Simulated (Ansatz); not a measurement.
Ansatz (an electronic-structure program) input (B3LYP-D3(BJ)/def2-TZVP):

Ansatz 0.2 input:
```yaml
crystal:
  periodic: [false, false, false]
  atoms:
    - {symbol: Si, position_ang: [-0.31131264, -0.25813786, -0.21446957]}
    - {symbol: N, position_ang: [-1.45603817, 0.53550543, 0.69913387]}
    - {symbol: Si, position_ang: [-3.22840436, 0.11281276, 0.54798817]}
    - {symbol: O, position_ang: [1.17376177, 0.32689190, 0.29743750]}
    - {symbol: Si, position_ang: [2.67066462, 0.34455574, -0.19486641]}
    - {symbol: H, position_ang: [-0.10670649, -1.72051162, -0.11726741]}
    - {symbol: H, position_ang: [-0.39863459, 0.08633758, -1.63987924]}
    - {symbol: H, position_ang: [-1.20766277, 0.87982371, 1.61293559]}
    - {symbol: H, position_ang: [-3.28581570, 0.03156824, -0.94381829]}
    - {symbol: H, position_ang: [-3.16078648, -1.36315991, 0.83405959]}
    - {symbol: H, position_ang: [3.39029273, 1.14988993, 0.79770572]}
    - {symbol: H, position_ang: [2.82160805, 0.94200303, -1.52932998]}
    - {symbol: H, position_ang: [3.25483484, -1.00522509, -0.25220985]}
basis:
  gaussian:
    orbitals: def2-TZVP
hamiltonian:
  xc: b3lyp
  dispersion: d3bj
total_charge: -1
relax: {f_tol: 0.002, max_steps: 150}
```

End of the output:

```
Total energy: -27308.73002697 eV, -1003.5773179689 hartree
Atom 0 at    -0.254299    -0.951601    -0.008564 Å, force     0.000088    -0.000531    -0.000881 eV/Å
Atom 1 at    -0.977965     0.451582     0.580177 Å, force    -0.001061     0.001537     0.000053 eV/Å
Atom 2 at    -2.827492     0.702881     0.426980 Å, force    -0.000250     0.000002     0.000264 eV/Å
Atom 3 at     1.428057    -0.791684    -0.049327 Å, force     0.000755    -0.001434     0.000310 eV/Å
Atom 4 at     2.396815     0.496389    -0.245039 Å, force    -0.000060     0.001142    -0.000280 eV/Å
Atom 5 at    -0.423902    -2.205338     0.783263 Å, force    -0.000072    -0.000505     0.000357 eV/Å
Atom 6 at    -0.696811    -1.217764    -1.396174 Å, force    -0.000049    -0.000065     0.000154 eV/Å
Atom 7 at    -0.619579     0.832089     1.443168 Å, force     0.000422    -0.000155     0.000186 eV/Å
Atom 8 at    -2.876753     0.822373    -1.106132 Å, force     0.000115     0.000164    -0.000220 eV/Å
Atom 9 at    -3.243246    -0.790608     0.392940 Å, force    -0.000038    -0.000062    -0.000027 eV/Å
Atom 10 at     2.344542     1.437648     0.904325 Å, force    -0.000052    -0.000090     0.000166 eV/Å
Atom 11 at     2.105392     1.266421    -1.481993 Å, force     0.000008    -0.000048     0.000009 eV/Å
Atom 12 at     3.801043     0.009966    -0.346203 Å, force     0.000193     0.000046    -0.000092 eV/Å
Dipole moment:     1.799211    -0.262571    -0.048858 e Å
```

It need not be the lowest isomer of its formula. Whether it binds its extra electron was not tested at this geometry.
